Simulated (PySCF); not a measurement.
**Two structures, one formula**

The two ends of one reaction step of GeH₃F, closed shell (PBE0-D4/def2-TZVP).

A:

Ge1  (-0.932, -0.388, 0.718)
F2  (0.654, -0.795, -1.021)
H3  (0.829, 0.104, -1.170)
H4  (-0.914, 1.015, -0.067)
H5  (0.372, 0.040, 1.535)
(Å)

B:

```tsv
atom	x (Å)	y (Å)	z (Å)
Ge1	-0.4175	-0.3473	0.9568
F2	-0.1604	-1.7551	-0.0713
H3	0.7226	0.9354	-0.6280
H4	-0.0054	1.0783	-0.7988
H5	1.1416	-0.1461	1.3051
```

Computed with PySCF 2.14 with density fitting (its default auxiliary sets; JK sets also for MP2 and CCSD(T)) (basis: def2-TZVPP); correlated methods freeze the cores. Filled d shells of the heavier atoms are correlated. The def2 sets are not built for correlating such inner shells, so the correlated values are less sure here. B3LYP uses VWN-RPA correlation.

Question: Which structure is lower at CCSD(T), and by how much? (Judge from chemistry; the value comes from the calculation.)

Answer: By the calculation: B, by 62.0 kJ/mol (electronic energy, against the other). By their contacts, A is a complex of GeH₂ + HF and B is a complex of GeHF ([F][GeH]) + H₂.

All methods give the same order:

| method | E(B) − E(A) (kJ/mol) |
| --- | --- |
| SPW92 | -64.1 |
| PBE-D4 | -72.8 |
| r2SCAN-D4 | -72.2 |
| PBE0-D4 | -64.4 |
| B3LYP-D4 | -73.8 |
| BHLYP-D4 | -66.7 |
| wB97M-V | -67.0 |
| HF | -59.0 |
| MP2 | -67.4 |
| CCSD | -59.4 |
| CCSD(T) | -62.0 |

The T1 diagnostic stays at or below 0.014.

Labels in which every atom is bracketed show which atoms are joined, not bond orders.

For scale, one of the runs: CCSD(T)/def2-TZVPP, 121 basis functions, launched by `OMP_NUM_THREADS=4 python run.py`. The run took 29 s on 4 CPU threads of a Oxide Virtual Turin-like (shared host), with 0.67 GiB of host memory at its peak.
